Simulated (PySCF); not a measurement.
BrH3MgSi, SMILES [Br][Mg][SiH3]. Atoms are numbered in the order given.

```xyz
6

Mg     0.0000     0.0000     0.5759
Br     0.0000     0.0000    -1.7738
Si     0.0000     0.0000     3.1456
H      1.1925    -0.6885     3.7112
H     -1.1925    -0.6885     3.7112
H      0.0000     1.3770     3.7112
```

Geometry: TPSSh-D3(BJ)/def2-TZVP.

Level of theory: IEF-PCM-B3LYP/def2-SVP (PySCF 2.14.0).

The values are the electrostatic part of the solvation free energy, E(continuum) − E(gas) at the gas-phase geometry, in a cavity of scaled van der Waals radii (PySCF's table); cavitation and dispersion terms are not included. A continuum can't describe solvent molecules that bind to the metal. In vacuum the orbital gap is 5.87 eV. The dipole moment in vacuum is 1.18 D.

```tsv
solvent	ε	ΔG(elec) (kcal/mol)	dipole (D)	gap (eV)
water	78.36	-11.6	1.12	6.02
toluene	2.37	(withheld)	(withheld)	(withheld)
dichloromethane	8.93	-9.7	1.17	5.99
```

### Question
Fill in the missing entries. (The exact figures need the calculation; the answer reports its results.)

### Answer

- toluene, ΔG(elec) (kcal/mol): -5.2
- toluene, dipole (D): 1.22
- toluene, gap (eV): 5.93
